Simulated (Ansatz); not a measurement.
The cluster NbS₂. Total charge 0; doublet. Geometry relaxed at PBE-D4/def2-TZVP.

```xyz
3

Nb   -0.996   -0.382    0.888
S     0.729   -0.799   -0.611
S     0.267    1.181   -0.277
```

In the def2 sets Nb takes a core potential; there is no spin–orbit coupling. The charge 0 doublet is spin-contaminated (final ⟨S²⟩ up to 1.73, 0.75 for a pure state). The relaxation made no stability test and no search for a lower SCF solution. The geometry of the doublet was relaxed on an unsound state (⟨S²⟩ 1.73, where a pure state has 0.75). At PBE0-D4/def2-TZVP a quartet of charge 0 lies 0.49 eV below the doublet, each at its own geometry. The structure comes from a short search, and lower isomers may exist.

Task: Estimate the harmonic wavenumbers at UKS PBE-D4/def2-TZVP (Ansatz, unscaled). Is this a minimum?

Result: 251, 374, 544 cm⁻¹. Yes, no mode is imaginary beyond noise. Zero-point energy 7.0 kJ/mol. Hardware: 4 threads of Arm Neoverse V2 on a shared host. Wall time 15 s.
